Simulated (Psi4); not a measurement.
H10Si4, triplet, at the geometry of the source list (a higher spin typed on purpose: for a closed-shell molecule this is an excited state); MP2/STO-3G (Psi4 1.11).

The Psi4 input:
```
memory 2 GB

molecule {
0 3
Si    2.09880000   -0.87300000    0.89290000
Si    1.09490000    1.11200000    0.25760000
Si   -0.71730000    0.79770000   -1.16240000
Si   -2.37460000   -0.52120000   -0.23230000
H     3.28050000   -0.73640000    1.74650000
H     1.15460000   -1.72180000    1.62540000
H     2.52530000   -1.64310000   -0.27930000
H     2.09350000    2.03230000   -0.31060000
H     0.63210000    1.83500000    1.45550000
H    -0.23430000    0.17600000   -2.40820000
H    -1.28150000    2.07290000   -1.63420000
H    -2.84200000    0.04230000    1.03770000
H    -3.56690000   -0.71180000   -1.06040000
H    -1.86320000   -1.86090000    0.07180000
}

set {
  basis sto-3g
  reference uhf
}

energy('mp2')
print_variables()
```

The log (banner, timings and long lists left out):

```
    SCF Algorithm Type (re)set to DF.

   => Loading Basis Set <=

    Name: STO-3G
    Role: ORBITAL
    Keyword: BASIS

         ---------------------------------------------------------
                                   SCF
               by Justin Turney, Rob Parrish, Andy Simmonett
                          and Daniel G. A. Smith
                              UHF Reference
         ---------------------------------------------------------

  ==> Geometry <==

    Molecular point group: c1
    Full point group: C1

    Geometry (in Angstrom), charge = 0, multiplicity = 3:

       Center              X                  Y                   Z               Mass
    ------------   -----------------  -----------------  -----------------  -----------------
         SI           2.076294509777    -0.986968625798     0.946888629330    27.976926534650
         SI           1.072394509777     0.998031374202     0.311588629330    27.976926534650
         SI          -0.739805490223     0.683731374202    -1.108411370670    27.976926534650
         SI          -2.397105490223    -0.635168625798    -0.178311370670    27.976926534650
         H            3.257994509777    -0.850368625798     1.800488629330     1.007825032230
         H            1.132094509777    -1.835768625798     1.679388629330     1.007825032230
         H            2.502794509777    -1.757068625798    -0.225311370670     1.007825032230
         H            2.070994509777     1.918331374202    -0.256611370670     1.007825032230
         H            0.609594509777     1.721031374202     1.509488629330     1.007825032230
         H           -0.256805490223     0.062031374202    -2.354211370670     1.007825032230
         H           -1.304005490223     1.958931374202    -1.580211370670     1.007825032230
         H           -2.864505490223    -0.071668625798     1.091688629330     1.007825032230
         H           -3.589405490223    -0.825768625798    -1.006411370670     1.007825032230
         H           -1.885705490223    -1.974868625798     0.125788629330     1.007825032230

  Running in c1 symmetry.

  Rotational constants: A =      0.11456  B =      0.03822  C =      0.03143 [cm^-1]
  Rotational constants: A =   3434.40511  B =   1145.87432  C =    942.13531 [MHz]
  Nuclear repulsion =  325.224360223590566

  Charge       = 0
  Multiplicity = 3
  Electrons    = 66
  Nalpha       = 34
  Nbeta        = 32

  ==> Algorithm <==

  SCF Algorithm Type is DF.
  DIIS enabled.
  MOM disabled.
  Fractional occupation disabled.
  Guess Type is SAD.
  Energy threshold   = 1.00e-08
  Density threshold  = 1.00e-08
  Integral threshold = 1.00e-12

  ==> Primary Basis <==

  Basis Set: STO-3G
    Blend: STO-3G
    Number of shells: 30
    Number of basis functions: 46
    Number of Cartesian functions: 46
    Spherical Harmonics?: true
    Max angular momentum: 1

   => Loading Basis Set <=

    Name: (STO-3G AUX)
    Role: JKFIT
    Keyword: DF_BASIS_SCF

  ==> Integral Setup <==

  SCF_SUBTYPE=INCORE selected. In-core MEM_DF algorithm will be used.
  Using in-core AOs.

  ==> MemDFJK: Density-Fitted J/K Matrices <==

    J tasked:                   Yes
    K tasked:                   Yes
    wK tasked:                   No
    Algorithm:                 Core
    Schwarz Cutoff:           1E-12
    Mask sparsity (%):       9.6408
    Fitting Condition:        1E-10

   => Auxiliary Basis Set <=

  Basis Set: (STO-3G AUX)
    Blend: DEF2-UNIVERSAL-JKFIT
    Number of shells: 212
    Number of basis functions: 692
    Number of Cartesian functions: 820
    Spherical Harmonics?: true
    Max angular momentum: 4

  Minimum eigenvalue in the overlap matrix is 2.8179975286E-01.
  Reciprocal condition number of the overlap matrix is 1.4122778621E-01.
    Using symmetric orthogonalization.

  ==> Pre-Iterations <==

  SCF Guess: Superposition of Atomic Densities via on-the-fly atomic UHF (no occupation information).

   -------------------------
    Irrep   Nso     Nmo
   -------------------------
     A         46      46
   -------------------------
    Total      46      46
   -------------------------

  ==> Iterations <==

                           Total Energy        Delta E     RMS |[F,P]|

   @DF-UHF iter SAD: -1143.74731615881387   -1.14375e+03   0.00000e+00
   @DF-UHF iter   1: -1147.88675601292539   -4.13944e+00   3.39112e-03 ADIIS/DIIS
   @DF-UHF iter   2: -1147.92578487458513   -3.90289e-02   1.22045e-03 ADIIS/DIIS
   @DF-UHF iter   3: -1147.93560895707901   -9.82408e-03   7.50146e-04 ADIIS/DIIS
   @DF-UHF iter   4: -1147.94209478526500   -6.48583e-03   5.01432e-04 ADIIS/DIIS
   @DF-UHF iter   5: -1147.94638801339170   -4.29323e-03   2.52912e-04 ADIIS/DIIS
   @DF-UHF iter   6: -1147.94744634777771   -1.05833e-03   1.14521e-04 ADIIS/DIIS
   @DF-UHF iter   7: -1147.94759556501504   -1.49217e-04   3.84850e-05 DIIS
   @DF-UHF iter   8: -1147.94761154807588   -1.59831e-05   1.16592e-05 DIIS
   @DF-UHF iter   9: -1147.94761242351024   -8.75434e-07   5.38782e-06 DIIS
   @DF-UHF iter  10: -1147.94761265441593   -2.30906e-07   2.02315e-06 DIIS
   @DF-UHF iter  11: -1147.94761268413708   -2.97211e-08   4.95525e-07 DIIS
   @DF-UHF iter  12: -1147.94761268603133   -1.89425e-09   1.38134e-07 DIIS
   @DF-UHF iter  13: -1147.94761268616912   -1.37788e-10   4.99592e-08 DIIS
   @DF-UHF iter  14: -1147.94761268618845   -1.93268e-11   1.84033e-08 DIIS
   @DF-UHF iter  15: -1147.94761268619186   -3.41061e-12   7.41516e-09 DIIS
  Energy and wave function converged.

  ==> Post-Iterations <==

   @Spin Contamination Metric:   5.420828630E-03
   @S^2 Expected:                2.000000000E+00
   @S^2 Observed:                2.005420829E+00
   @S   Expected:                1.000000000E+00
   @S   Observed:                1.000000000E+00

    Orbital Energies [Eh]
    ---------------------

    Alpha Occupied:

[...]
      34A      0.011027

    Alpha Virtual:

[...]
    Beta Occupied:

[...]
    Beta Virtual:

[...]
    Final Occupation by Irrep:
              A
    DOCC [    32 ]
    SOCC [     2 ]
    NA   [    34 ]
    NB   [    32 ]

  @DF-UHF Final Energy: -1147.94761268619186

   => Energetics <=

    Nuclear Repulsion Energy =            325.2243602235905655
    One-Electron Energy =               -2248.7988462987432285
    Two-Electron Energy =                 775.6268733889606892
    Total Energy =                      -1147.9476126861918601

  UHF NO Occupations:
  HONO-2 :   32  A 1.9992032
  HONO-1 :   33  A 1.0000000
  HONO-0 :   34  A 1.0000000
  LUNO+0 :   35  A 0.0007968
  LUNO+1 :   36  A 0.0006329
  LUNO+2 :   37  A 0.0004394
  LUNO+3 :   38  A 0.0003123

Computation Completed

Properties will be evaluated at   0.000000,   0.000000,   0.000000 [a0]

Properties computed using the SCF density matrix

 Multipole Moments:

 ------------------------------------------------------------------------------------
     Multipole            Electronic (a.u.)      Nuclear  (a.u.)        Total (a.u.)
 ------------------------------------------------------------------------------------

 L = 1.  Multiply by 2.5417464519 to convert [e a0] to [Debye]
 Dipole X            :          0.3684381           -0.3062535            0.0621847
 Dipole Y            :          1.8662059           -1.5503867            0.3158193
 Dipole Z            :         -0.8840058            0.7344412           -0.1495646
 Magnitude           :                                                    0.3549342

 ------------------------------------------------------------------------------------

  //>>>>>>>>>>>>>>>>>>>>>>>>>>>>>>>>>>>//
  //               DFMP2               //
  //<<<<<<<<<<<<<<<<<<<<<<<<<<<<<<<<<<<//

   => Loading Basis Set <=

    Name: (STO-3G AUX)
    Role: RIFIT
    Keyword: DF_BASIS_MP2

	 --------------------------------------------------------
	                          DF-MP2
	      2nd-Order Density-Fitted Moller-Plesset Theory

	        Rob Parrish, Justin Turney, Andy Simmonett,
	           Ed Hohenstein, and C. David Sherrill
	 --------------------------------------------------------

	 --------------------------------------------------------
	                 NBF =    46, NAUX =   388
	 --------------------------------------------------------
	   CLASS    FOCC     OCC    AOCC    AVIR     VIR    FVIR
	   ALPHA       0      34      34      12      12       0
	    BETA       0      32      32      14      14       0
	 --------------------------------------------------------

	-----------------------------------------------------------
	 ==================> DF-MP2 Energies <====================
	-----------------------------------------------------------
	 Reference Energy          =   -1147.9476126861918601 [Eh]
	 Singles Energy            =      -0.0000000000000000 [Eh]
	 Same-Spin Energy          =      -0.0114507580788331 [Eh]
	 Opposite-Spin Energy      =      -0.1486641552556547 [Eh]
	 Correlation Energy        =      -0.1601149133344878 [Eh]
	 Total Energy              =   -1148.1077275995262426 [Eh]
	-----------------------------------------------------------
	 ================> DF-SCS-MP2 Energies <==================
	-----------------------------------------------------------
	 SCS Same-Spin Scale       =       0.3333333333333333 [-]
	 SCS Opposite-Spin Scale   =       1.2000000000000000 [-]
	 SCS Same-Spin Energy      =      -0.0038169193596110 [Eh]
	 SCS Opposite-Spin Energy  =      -0.1783969863067856 [Eh]
	 SCS Correlation Energy    =      -0.1822139056663966 [Eh]
	 SCS Total Energy          =   -1148.1298265918583184 [Eh]
	-----------------------------------------------------------

  Variable Map:
  ----------------------------------------------------------------------------
[...]
  Array Variable Map:
  ----------------------------------------------------------------------------
[...]
[...]
```
